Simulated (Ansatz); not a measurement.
Geometry optimisation, RKS PBE0-D4/def2-SVP in Ansatz.

Input:

```yaml
crystal:
  periodic: [false, false, false]
  atoms:
    - { symbol: C, position_ang: [0.7404, -2.5974, -0.3264] }
    - { symbol: O, position_ang: [0.314, -1.2455, -0.7492] }
    - { symbol: C, position_ang: [0.4521, -0.2828, 0.3003] }
    - { symbol: Si, position_ang: [0.0497, 1.491, -0.0925] }
    - { symbol: "N", position_ang: [-1.6435, 1.5848, -0.614] }
    - { symbol: S, position_ang: [0.0789, 2.7287, 1.645] }
    - { symbol: H, position_ang: [1.7724, -2.5727, -0.0399] }
    - { symbol: H, position_ang: [0.589, -3.2139, -1.1903] }
    - { symbol: H, position_ang: [0.0649, -2.872, 0.532] }
    - { symbol: H, position_ang: [1.5431, -0.2769, 0.6319] }
    - { symbol: H, position_ang: [-0.114, -0.6212, 1.1967] }
    - { symbol: H, position_ang: [0.8092, 2.0797, -1.1546] }
    - { symbol: H, position_ang: [-2.19531, 2.18087, 0.06216] }
    - { symbol: H, position_ang: [-2.0532, 0.69104, -0.58694] }
    - { symbol: H, position_ang: [-1.0256, 2.2066, 2.2303] }
basis:
  gaussian: { orbitals: def2-SVP }
hamiltonian:
  xc: pbe0
  dispersion: d4
relax:
  f_tol: 0.015
  max_steps: 40
```

Command:

```bash
$ ansatz run input.yaml --threads 2 --pin off --max-ram 3072MiB --backend cpu --events-out ev --progress --plain --runs-dir out
```

Question: Where does it end, and by what steps?

Answer: The forces met the threshold. After 13 steps the energy has fallen by 0.749 eV; H13 moved furthest, 0.85 Å.

```csv
step,energy less start (eV),largest force component (eV/Å),accepted
0,0.0000,2.933,yes
1,-0.4714,1.501,yes
2,-0.5760,0.688,yes
3,-0.6339,0.399,yes
4,-0.6799,0.389,yes
5,-0.6887,0.226,yes
6,-0.7167,0.382,yes
7,-0.6598,1.990,no
8,-0.7433,0.243,yes
9,-0.7456,0.124,yes
10,-0.7479,0.082,yes
11,-0.7485,0.055,yes
12,-0.7491,0.020,yes
13,-0.7492,0.010,yes
```

```xyz
15
Properties=species:S:1:pos:R:3
C 0.556 -2.426 -0.382
O 0.170 -1.099 -0.566
C 0.571 -0.244 0.474
Si -0.045 1.493 0.051
N -1.694 1.250 -0.382
S 0.141 2.824 1.727
H 1.658 -2.529 -0.320
H 0.197 -3.009 -1.243
H 0.123 -2.857 0.543
H 1.673 -0.243 0.605
H 0.142 -0.563 1.448
H 0.849 2.131 -0.965
H -2.258 1.998 -0.767
H -1.889 0.359 -0.831
H -0.812 2.195 2.451
```

Whether the end is a true minimum wasn't checked by a vibrational analysis.

The run took 27 s on 2 threads of AMD EPYC 9R45 96-Core Processor (Zen 5), with other jobs on the host, peak memory 0.38 GiB.
